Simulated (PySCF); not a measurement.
A calculated (TPSS, PySCF 2.14, aug-cc-pVDZ-DK, scalar relativity by spin-free X2C-1e) atom or ion has these occupied shells.

| shell | electrons | orbital energy (eV) | rms radius, mean of both spins (bohr) |
| --- | --- | --- | --- |
| 1s α | 1 | -1802.9 | 0.129 |
| 1s β | 1 | -1802.8 | 0.129 |
| 2s α | 1 | -150.59 | 0.617 |
| 2s β | 1 | -150.49 | 0.617 |
| 2p α | 3 | -105.74 | 0.603 |
| 2p β | 3 | -105.61 | 0.603 |
| 3s α | 1 | -19.540 | 2.22 |
| 3s β | 1 | -18.448 | 2.22 |
| 3p α | 1 | -12.416 | 2.64 |

(1) Name the element and its charge.

Results:

(1) Si⁺ (silicon, charge +1), in [Ne] 3s2 3p1, 2P determinant.
